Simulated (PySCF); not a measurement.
Al(Cl)(SeH)2 (AlClH₂Se₂), SMILES [Cl][Al]([SeH])[SeH]. Atoms are numbered in the order given.

```xyz
6

Al     0.0000     0.0000     0.4074
Cl     0.0000     0.0000     2.5124
Se     0.0000     2.0588    -0.6475
H      0.0000     1.4437    -1.9901
Se     0.0000    -2.0588    -0.6475
H      0.0000    -1.4437    -1.9901
```
Charge 0, spin multiplicity 1.

Geometry optimised at B3LYP-D3(BJ)/def2-SVP. The structure was generated by enumeration; whether it is a known compound was not checked. The values are those of a single conformer.

Method: CAM-B3LYP/def2-TZVP run with PySCF.

Symmetry labels are those of the subgroup C2v that the program uses (full group C2v).

Problem. List the valence orbital energies around the gap with their symmetry. (The exact figures need the calculation; the answer reports its results.)

Solution. 
| orbital | symmetry | energy (eV) |
|---|---|---|
| HOMO−7 | B2 | -12.71 |
| HOMO−6 | A1 | -12.40 |
| HOMO−5 | A1 | -11.22 |
| HOMO−4 | B1 | -11.11 |
| HOMO−3 | B2 | -10.97 |
| HOMO−2 | B2 | -9.73 |
| HOMO−1 | B1 | -9.21 |
| HOMO | A2 | -8.73 |
| LUMO | A1 | -0.15 |
| LUMO+1 | B1 | -0.02 |
| LUMO+2 | A1 | 0.34 |
| LUMO+3 | B2 | 1.29 |
